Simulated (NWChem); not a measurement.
Species: C2H4BBr; SMILES C=CBBr

```xyz
8

B     -1.0356    -0.4902    -0.0010
H     -2.2166    -0.2528    -0.0031
Br     0.1093     1.0453    -0.0006
C     -0.4708    -1.9264     0.0012
C      0.8382    -2.2313    -0.0005
H     -1.1896    -2.7555     0.0036
H      1.1988    -3.2656     0.0005
H      1.6004    -1.4439    -0.0031
```
Atoms are numbered in this order, from 1.

Program: NWChem. Pople sets run with spherical d functions. All runs use the structure optimised with PBE0/def2-SVP. GIAO values for the isolated, static molecule; σ is the absolute isotropic shielding, δ = σ(reference) − σ with the isolated reference molecule computed at the same levels (11B: boron trifluoride, 13C: tetramethylsilane, 1H: tetramethylsilane). Spin-orbit effects, on the heavy nuclei and on their neighbours, are missing.

Question: Predict the results for B3LYP/6-311G**. Quantities: δ B1 (ppm); δ H2 (ppm); σ Br3 (ppm); δ C5 (ppm); δ H6 (ppm); δ H7 (ppm); δ H8 (ppm).

Answer: 
```yaml
"δ B1 (ppm)": 60.3
"δ H2 (ppm)": 7.19
"σ Br3 (ppm)": 2172.7
"δ C5 (ppm)": 153.0
"δ H6 (ppm)": 7.11
"δ H7 (ppm)": 6.68
"δ H8 (ppm)": 7.23
```
